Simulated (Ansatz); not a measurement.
Diatomic ZnGe, multiplicity 3 (lowest of 2S+1 = 1, 3 at CCSD(T)/def2-TZVPP on PBE0 minima; our sources give no spin for the ground state, which may be another). No spin–orbit coupling. Zn is treated without relativity. Ge is treated without relativity.

Constants: fifth-degree fit in 1/R to seven points, most abundant isotopes. Runs in def2 and cc sets follow the lowest solution found near the PBE0 minimum.

The values were computed with Ansatz (Gaussian orbitals). Each number belongs to the level named beside it.

```csv
level,r_e (Å),ω_e (cm⁻¹),B_e (cm⁻¹),α_e (cm⁻¹),dipole (D)
SVWN5/def2-TZVPP,2.358,227,0.0885,0.00052,1.60
PBE/def2-TZVPP,2.439,200,0.0827,0.00055,1.74
r2SCAN/def2-TZVPP,2.397,215,0.0856,0.00054,2.00
B97M-V/def2-TZVPP,2.455,188,0.0816,0.00066,1.73
B3LYP/def2-TZVPP,2.486,178,0.0796,0.00064,1.82
PBE0/def2-TZVPP,2.452,195,0.0818,0.00058,2.14
BHLYP/def2-TZVPP,2.516,166,0.0777,0.00071,2.17
CAM-B3LYP/def2-TZVPP,2.477,174,0.0802,0.00071,1.98
wB97X-V/def2-TZVPP,2.478,174,0.0801,0.00072,2.28
wB97M-V/def2-TZVPP,2.487,174,0.0795,0.00068,2.05
B2PLYP/def2-TZVPP,2.462,185,0.0811,0.00065,-
```

Correlated levels freeze the inner cores; with def2 sets outer-core shells near the valence are correlated too.

Ansatz is a first-principles code.
